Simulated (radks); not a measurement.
Problem. The mean radii <r> (bohr) of the occupied orbitals of an atom or ion are listed with their occupations. Method: Dirac Kohn-Sham, exchange-only LDA, spin-unpolarised, spherical densities, finite nucleus; Fermi nuclear charge, rms radius of each element as measured or else 0.836 A^(1/3) + 0.57 fm; computed with a radial shooting solver on a logarithmic mesh with Libxc functionals.

orbital  occ.     <r>
1s1/2       2  0.1206
2s1/2       2  0.6283
2p1/2       2  0.6014
2p3/2       4  0.6036
3s1/2       1   2.219

Name the element and its charge. Open shells, if any, fill j = l - 1/2 first.

Solution. Z = 13, aluminium, charge +2: Al2+ in [Ne] 3s1. The 1s radius gives Z: for a bare nucleus <r> = (2 gamma + 1)/(2Z) with gamma = sqrt(1 - (Z/c)^2), 0.115 bohr for Z = 13, and screening makes it slightly larger (0.1206 here). The occupations add up to 11, and the charge is Z minus that.
